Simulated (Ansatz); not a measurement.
Ansatz results at the PBE0-D4/def2-TZVP geometry: HOMO energy (PBE0/def2-TZVPP) -7.66 eV; size of the dipole moment (PBE/def2-TZVPP) 1.26 D; HOMO–LUMO gap (PBE0/def2-TZVPP) 7.06 eV.

Each molecule was computed in one conformer, which needn't be the lowest.

(1) Which molecule gave them?
A. `[SiH3]N=C1CC1`
B. `C=C(N)[TeH]`
C. `[OH][GeH]([F])[S][SiH3]`
D. `[CH3][SnH2][SiH2]Cl`

Answers

(1) D. The others give `[SiH3]N=C1CC1`: -6.67, 2.03, 5.87; `C=C(N)[TeH]`: -6.08, 1.68, 5.43; `[OH][GeH]([F])[S][SiH3]`: -7.90, 1.06, 7.54.
